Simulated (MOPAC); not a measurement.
MOPAC input (AM1):

```
AM1 FORCE THERMO(298,298) PRECISE LET UHF MS=0.5 GEO-OK AUX(PRECISION=9) THREADS=1
FGe

Ge    0.00000000 1    0.00000000 1   -0.33196940 1
F     0.00000000 1    0.00000000 1    1.32484173 1
```

Question: Which zero-point energy does it print?

Answer: 1.21 kcal/mol, from the harmonic wavenumbers of AM1.
